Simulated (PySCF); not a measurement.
Stepwise substitution at one centre (Ga Cl-SiH3). All species are isolated molecules in the gas phase. Strings in code marks are SMILES.

The S1 excitation (TDA) from two functionals at the same geometries (ωB97X-D3(BJ)/def2-TZVP), both in PySCF: PBE-D3(BJ)/def2-TZVP and ωB97X-D3(BJ)/def2-TZVP. Excitations are Tamm–Dancoff values on a coarser integration grid. The basis has no diffuse functions, so Rydberg states are missing or too high.

```csv
species,PBE-D3(BJ)/def2-TZVP (eV)
0 of 3 Cl replaced by SiH3,5.33
2 of 3 Cl replaced by SiH3,3.42
3 of 3 Cl replaced by SiH3 (`[SiH3][Ga]([SiH3])[SiH3]`),3.15
```

### Question
What does ωB97X-D3(BJ)/def2-TZVP give for each?

### Answer

- 0 of 3 Cl replaced by SiH3: 6.80
- 2 of 3 Cl replaced by SiH3: 3.94
- 3 of 3 Cl replaced by SiH3 (`[SiH3][Ga]([SiH3])[SiH3]`): 3.61
Over these rows, drawn at random from the members with no instability flagged (it was tested for open shells, ions and some series alone), PBE minus ωB97X-D3(BJ): mean -0.82 eV, from -1.47 eV to -0.46 eV.
